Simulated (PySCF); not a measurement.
# EPR parameters of C5H8ClSi

Compound: C5H8ClSi (doublet state).
Cartesian coordinates in Å at the GFN2-xTB level; atoms count from 1:
```
atom  x, y, z in Å
C1    -2.5884    0.5485    0.0094
C2    -1.3264    0.1892   -0.1299
C3    -0.2407    0.1834    0.9276
C4     0.8544   -0.3474    0.0581
C5     2.2421   -0.4417    0.4450
Cl6    3.0629    1.2271    0.2469
Si7   -0.1742   -0.4358   -1.5082
H8    -2.9903    0.8914    0.9527
H9    -3.2816    0.5184   -0.8151
H10   -0.4687   -0.4571    1.7865
H11   -0.0237    1.1796    1.3284
H12    2.3938   -0.6676    1.5006
H13    2.8344   -1.0937   -0.1926
H14   -0.4118   -1.7831   -2.0328
H15    0.1137    0.4969   -2.5985
```

The hyperfine couplings belong to this conformer and change with its torsions.

As a line formula: `C1C(=C)[SiH2][C]1CCl` [radical].

Method used: PySCF, UKS B3LYP, pcH-1 on C Cl H Si, non-relativistic, mean-field spin-orbit, GIAO. One conformer (not necessarily the lowest) at the GFN2-xTB geometry, without solvent, vibrations or thermal averaging. A GFN2-xTB geometry isn't a minimum of the functional, and hyperfine couplings can be far from their values at a DFT geometry. The SCF solution wasn't tested for stability.

```
g1, g2, g3        : 2.00149, 2.00231, 2.00600
g_iso             : 2.00327
Form of g         : rhombic: the two nearest values differ by 18 % of g3 − g1
⟨S²⟩              : 0.7550 (exact 0.7500)
α and β electrons : 35, 34
Total energy      : -944.97083 Eh
```

Hyperfine couplings atom by atom, in G; T1 to T3 are the principal values of the dipolar part (MHz turned into gauss with g_iso; 10 G = 1 mT):

```csv
atom,isotope,a_iso,of which spin–orbit,T1,T2,T3,Mulliken spin population
C1,13C,-0.8,0.0,-0.5,0.1,0.4,-0.01
C2,13C,0.8,0.0,-0.5,-0.1,0.6,0.00
C3,13C,-10.3,0.0,-0.9,0.3,0.7,-0.08
C4,13C,29.8,0.0,-25.1,-24.4,49.5,0.90
C5,13C,-2.4,0.0,-1.4,-0.1,1.6,-0.06
Cl6,35Cl,14.7,0.4,-9.8,-9.3,19.1,0.13
Si7,29Si,13.8,0.0,-1.1,-0.6,1.7,-0.04
H8,1H,0.1,0.0,-0.4,-0.3,0.7,0.00
H9,1H,0.1,0.0,-0.3,-0.3,0.6,0.00
H10,1H,39.2,0.0,-1.7,-1.3,3.0,0.04
H11,1H,39.2,0.0,-1.7,-1.0,2.6,0.05
H12,1H,8.7,0.0,-1.9,-1.0,2.9,0.01
H13,1H,5.1,0.0,-2.0,-1.0,3.0,0.01
H14,1H,15.2,0.0,-1.1,-0.6,1.7,0.02
H15,1H,17.3,0.0,-1.0,-0.6,1.6,0.03
```

The Mulliken spin populations are largest on C4 (+0.90), Cl6 (+0.13), C3 (-0.08) and C5 (-0.06). C4 is the only atom above +0.15. The angles at C4 add up to 359.0°, so it is planar.

Axes: g2 points within 11° of the C5–Cl6 bond.

Under fast tumbling the dipolar parts average out, and these isotropic splittings remain: 2 × 1H (H10/H11, I = 1/2, 3 lines) with 3.92 mT, 2 × 1H (H14/H15, I = 1/2, 3 lines) with 1.63 mT, 1 × 35Cl (Cl6, I = 3/2, 4 lines) with 1.47 mT and 2 × 1H (H12/H13, I = 1/2, 3 lines) with 0.69 mT.

Nuclei that the bonding pattern makes equivalent are averaged, as if the motion that swaps them (rotation, inversion, ring flip) were fast. The 1H value of +19.3 MHz is a mean of couplings from 14.2 to 24.4 MHz in this one geometry, not an average over conformers. The 1H value of +45.6 MHz is a mean of couplings from 42.6 to 48.6 MHz in this one geometry, not an average over conformers.

Main isotope only: 35Cl (natural samples also hold 24 % 37Cl, magnetic too, which adds its own pattern).

The 13C coupling of C4 (83.5 MHz) shows only in satellite lines or after enrichment, since that isotope makes up about 1.07 % of natural carbon.

The 29Si coupling of Si7 (38.8 MHz) shows only in satellite lines or after enrichment, since that isotope makes up about 4.7 % of natural silicon.

Examples of negative spin density at the nucleus (bohr⁻³): Si7 (-0.0438), C3 (-0.0256) and C5 (-0.0058).
